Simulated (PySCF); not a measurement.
Compound: C6H12F2O.
Z-matrix (Å and degrees, PBE0-D3(BJ)/def2-SVP geometry), rows numbered from 1:
```
C 
C   1  1.5119
C   2  1.5197  1  112.82
F   3  1.3722  2  110.04  1    58.75
O   2  1.4178  1  109.75  3  -118.30
C   5  1.3843  2  118.20  1  -127.30
C   6  1.5179  5  113.28  2    64.56
C   6  1.5107  5  106.74  2  -169.78
F   6  1.3935  5  108.37  2   -53.87
H   1  1.1010  2  110.03  3    64.51
H   1  1.0991  2  110.09  3   -55.23
H   1  1.0996  2  110.88  3  -175.76
H   2  1.1030  1  109.92  3   119.73
H   3  1.1015  2  109.38  1   179.03
H   3  1.1039  2  109.74  1   -61.42
H   7  1.0987  6  109.92  5    61.28
H   7  1.0984  6  110.00  5  -178.67
H   7  1.0986  6  111.09  5   -59.18
H   8  1.0981  6  108.85  5    56.79
H   8  1.0982  6  110.35  5   176.84
H   8  1.0982  6  110.11  5   -62.27
```

Computed with PySCF at PBE0/pcSseg-1, non-relativistic, on one gas-phase PBE0-D3(BJ)/def2-SVP geometry that isn't relaxed in the solvent. The solvent is an IEF-PCM continuum (Bondi radii, 1.10 Å for H, scaled by 1.2). The model holds no explicit solvent molecules, cavitation or dispersion.

Gas phase at PBE0/pcSseg-1: HOMO -8.05 eV, LUMO 1.32 eV, dipole 2.44 D.

What does the continuum do to the energy, the frontier levels and the dipole at PBE0/pcSseg-1 in tetrahydrofuran and methanol?

| solvent | ε | E(solvent) − E(gas) (kJ/mol) | polarisation term (kJ/mol) | distortion of the solute (kJ/mol) | HOMO (eV) | LUMO (eV) | dipole (D) |
| --- | --- | --- | --- | --- | --- | --- | --- |
| tetrahydrofuran | 7.426 | -16.48 | -17.72 | 1.24 | -8.00 | 1.57 | 2.87 |
| methanol | 32.61 | -19.55 | -21.32 | 1.77 | -8.00 | 1.61 | 2.95 |

The first energy column is the sum of the next two and covers electrostatics alone. From tetrahydrofuran to methanol the lowering changes by a factor 1.19, Onsager's factor (ε − 1)/(2ε + 1) by 1.18 and ε itself by 4.4.

Which radius a makes the point-dipole formula ΔE = −[(ε − 1)/(2ε + 1)]·μ²/a³ give the value in methanol, with the gas-phase dipole?

μ = 0.960 au and |ΔE| = 0.00744 Eh give a = 2.06 Å; the farthest nucleus lies 3.42 Å from the centroid of the nuclei, so such a sphere wouldn't even hold the nuclei. The formula assumes a rigid point dipole at the centre of a sphere.

Which IAO charges (PBE0/pcSseg-1) respond most in methanol (means over atoms taken as equivalent)?

```
atoms         environment  gas (e)  solvent (e)  change
   F4      alkyl fluorine   -0.328       -0.340  -0.012
   F9      alkyl fluorine   -0.347       -0.358  -0.011
   O5        ether oxygen   -0.398       -0.406  -0.008
  H15  methylene hydrogen   +0.134       +0.142  +0.008
  H13    methine hydrogen   +0.126       +0.134  +0.008
   C8       methyl carbon   -0.427       -0.433  -0.006
```
